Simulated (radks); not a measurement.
Dipole-allowed excitations along the series with 78 electrons in [Xe] 4f14 5d10. Method: scalar-relativistic Kohn-Sham, exchange-only LDA, spin-unpolarised, spherical densities, finite nucleus; Fermi nuclear charge, rms radius of each element as measured or else 0.836 A^(1/3) + 0.57 fm; computed with a radial shooting solver on a logarithmic mesh with Libxc functionals. Time-dependent linear response with the Hartree and adiabatic exchange-only LDA kernel, continuum included through the Sternheimer equations, no spin-orbit coupling, so fine structure and intercombination lines are absent. Lines are the poles of the dipole polarisability below minus the highest occupied eigenvalue, found on a grid refined at the orbital gaps; the lowest seven at most are given, and weak or close lines can be missed. The first line takes the name of the lowest orbital gap if no other gap lies below it; otherwise a line is named after a gap within 0.6 % of it, if that gap stands alone.

| species | -e(HOMO) (eV) | lowest orbital gap (eV) | first line (eV) | f | strongest line (eV) | its f | static alpha (bohr^3) |
|---|---|---|---|---|---|---|---|
| Au+ | 14.234 | 5d-6p 8.173 | 8.836 (5d-6p) | 0.642 | the first | 0.642 | 15.04 |
| Hg2+ | 27.531 | 5d-6p 13.430 | 14.271 (5d-6p) | 0.836 | the first | 0.836 | 8.439 |
| Tl3+ | 42.943 | 5d-6p 19.255 | 20.205 (5d-6p) | 0.963 | 34.446 (unassigned) | 1.13 | 5.507 |
